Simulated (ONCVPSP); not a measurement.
# Before and after: ONCV potential for antimony (Sb)

ONCVPSP 4.0.1 input, shortened (lines: element, Z, core and valence counts, functional; n l f; lmax; l rc ep ncon nbas qcut; lloc lpopt rc5 dvloc0; l nproj debl; icmod fcfact rcfact), PBE, fully relativistic:

```
  Sb 51.00    6    5        4      upf
    1    0    2.00
    2    0    2.00
    2    1    6.00
    3    0    2.00
    3    1    6.00
    3    2   10.00
    4    0    2.00
    4    1    6.00
    4    2   10.00
    5    0    1.75
    5    1    3.25
    2
    0    1.20    0.00    3    7   12.50
    1    1.30    0.00    4    8   13.10
    2    1.30    0.00    4    9   14.00
    4    5    0.90    1.00
    0    2    1.30
    1    2    3.30
    2    2    2.80
    3    5.50    1.50
```

Open shells are filled in proportion to 2j + 1.

Change: scalar-relativistic; d: rc 1.2, qcut 15.2.

Cutoffs: the cutoffs (Ha) at which the residual kinetic energy of the hardest occupied pseudo-wave falls to 1 and 0.1 mHa per electron; they do not see the model core or the augmentation charge, which bear on the density cutoff. Errors are all-electron minus pseudo energies relative to the spin-unpolarised reference configuration.

Question: Predict the effect on cutoff, ghosts and configuration errors.

Answer: The potential gets neither clearly harder nor softer (53 Ha and 64 Ha → 54 Ha and 66 Ha); of the 4 tests that both files solve, the error grows in 3 and shrinks in 0 by more than 15 % and 0.3 meV (median size 0.3 → 1.0 meV); neither file shows a bound ghost.

```tsv
quantity	base	changed
cutoff, loose	53 Ha	54 Ha
cutoff, tight	64 Ha	66 Ha
loose cutoff by channel	s 52 Ha, p 47 Ha, d 53 Ha	s 52 Ha, p 46 Ha, d 54 Ha
bound ghosts	none	none
GHOST(+) flags under 300 eV	none	none
error for 4s2 4p6 4d10 5s2 5p3, meV [ΔE -2.00 → -2.01 eV]	-0.1	+0.1
error for 4s2 4p6 4d10 5s2 5p2, meV [ΔE 6.33 → 6.31 eV]	+0.4	-1.5
error for 4s2 4p6 4d10 5s2 5p1, meV [ΔE 22.32 → 22.28 eV]	+1.0	-5.0
error for 4s2 4p6 4d10 5s2 5p2.5, meV [ΔE 1.27 → 1.25 eV]	+0.1	-0.5
s: phases at 1.22 bohr within 0.05 rad from the reference energy up to (Ha; the scan ends near 5)	to the end of the scan	to the end of the scan
rms error of d²Exc/dni dnj with the model core, mHa	3.54	1.62
```
